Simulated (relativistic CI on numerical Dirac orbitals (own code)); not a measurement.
Computed by Dirac-Coulomb-Breit CI, orbitals from a KLI potential per configuration, QED by a radiative potential, unscaled Slater integrals (own radial code, finite nucleus).

The strongest absorption lines from the ground level of an ion, among the configurations computed and to levels below about 644 eV (vacuum wavelength in nm, gf): 1.9258 (0.1), 2.1963 (0.7), 2.2154 (0.24), 2.3648 (0.29), 2.6527 (2.5), 2.6954 (0.23), 3.0542 (0.15), 3.0882 (0.1).

Which ion is it?
A. Mn XVI
B. Sc XII
C. Cl VIII
D. V XIV

B. Sc XII has 10 electrons and the ground level 2s2.2p6 1S_0; the strongest line goes to 2s2.2p5.3d 1P°_1. The pattern of lines fixes the number of electrons, and along that sequence the line energies rise steadily with the charge (about as its square where n changes within one kind of shell, about linearly where n is kept but much faster in heavy ions where fine structure, which grows about as Z⁴, sets the gap, and irregularly where shells cross), which fixes Z. Configurations outside the model, such as inner-shell arrays, can give stronger lines. At this charge energies of transitions that change n are usually good to better than 1 %, and those within a shell (Δn = 0) to a few per cent.

LS names give the leading component of a level, which can be under half, so a name can repeat, a term be missing and a line seem to break the LS rules.
